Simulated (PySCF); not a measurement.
**Zr⁺ (zirconium, charge +1) across methods**

[Kr] 4d1 5s1 6s1, high-spin 4D determinant (an excited configuration). Calculation: PySCF 2.14, in aug-cc-pVTZ-PP with ECP28MDF; scalar relativity through the core potential.

```
method  E (hartree)  mean ε 4d α (eV)  mean ε 5s α (eV)  mean ε 6s α (eV)  Σ⟨r²⟩ (bohr²)   ⟨S²⟩
   UHF    -45.78728           -21.186           -16.315            -5.674          96.63  3.753
r2SCAN     -46.1838           -16.470           -13.928            -4.766          88.64  3.752
  PBE0     -46.1642           -17.422           -14.435            -5.091          84.79  3.751
   LDA     -46.0308           -15.806           -14.000            -4.800          82.75  3.750
```

Energies and moments cover only the electrons outside the core potential. The outer electron is Rydberg-like, and this basis confines it to a smaller radius and binds it less than a complete one would.
